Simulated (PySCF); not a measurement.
GeH₂⁺ at several levels of theory

All levels use the PBE0 minimum (doublet; Ge–H 1.552 Å (×2); H–Ge–H 120.9°), basis [Ge def2-TZVP, H def2-TZVP], no relativity, density fitting, no spin–orbit coupling, PySCF. For vertical energies the ionised species is a singlet (spins chosen at PBE0 and kept) and the electron-attached one a singlet. Open shells are unrestricted, also as the reference of the correlated levels. Dipoles are about the centre of mass. A dash marks a value that was not computed or is not defined at that level.

| level | vertical IP (eV) | vertical EA (eV) | −ε(HOMO) (eV) | dipole (D) |
| --- | --- | --- | --- | --- |
| PBE0 | 17.38 | 8.39 | 14.54 | 0.47 |
| HF | 16.93 | 7.40 | 17.49 | 0.35 |
| MP2 | 17.19 | 8.28 | – | – |
| PBE | 17.32 | 8.41 | 13.39 | 0.50 |
| CCSD(T) | 17.19 | 8.45 | – | – |
| r2SCAN | 17.54 | 8.39 | 13.80 | 0.47 |
| B3LYP | 17.45 | 8.54 | 14.31 | 0.45 |
| TPSSh | 17.41 | 8.40 | 14.02 | 0.43 |
| wB97X | 17.28 | 8.56 | 16.70 | 0.51 |
| HSE06 | 17.40 | 8.42 | 14.13 | 0.47 |

For GeH₂⁺ itself CCSD(T) correlates 15 electrons; T1 = 0.012, D1 = 0.039, (T) = -16 kJ/mol.

(1) Which levels differ least and most from CCSD(T) in the vertical IP?

Results:

(1) Least: MP2 (0.00 eV); most: r2SCAN (+0.35 eV).
